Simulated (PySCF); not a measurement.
Sn(H)2(Cl)(NH2) (ClH4NSn), SMILES [NH2][SnH2][Cl].

The structure is a stationary point at B3LYP-D3(BJ)/def2-SVP. The def2 effective core potentials stand for the cores of Sn; spin–orbit coupling is left out. Other conformers were not sampled.

Level of theory: PBE/def2-TZVPD (PySCF).

```yaml
total_energy: -731.47314 hartree
point_group: Cs
highest_occupied_level: -6.47 eV
lowest_empty_level: -1.89 eV
orbital_gap: 4.58 eV
dipole_moment: 1.88 D
quadrupole, principal values (traceless, Buckingham form, about the centre of nuclear charge): -10.00, 3.53, 6.47 D·Å
mean_static_polarisability: 69.0 bohr³ (10.23 Å³)
polarisability_principal_values: 60.6, 65.3, 81.2 bohr³
```
